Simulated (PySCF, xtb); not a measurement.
C₅H₇N, SMILES N(=C\CC#C)/C.

xtb with GFN2-xTB at its own geometry gives an orbital gap of 3.86 eV and a dipole moment of 1.17 D.

Geometry optimised at PBE-D3(BJ)/def2-SVP. The structure was generated by enumeration; whether it is a known compound was not checked. The values are those of a single conformer.

Question: What does ωB97X/def2-TZVP run with PySCF give? (The exact figures need the calculation; the answer reports its results.)

Answer: gap 11.76 eV (levels -9.86 and 1.90 eV), dipole 1.31 D.
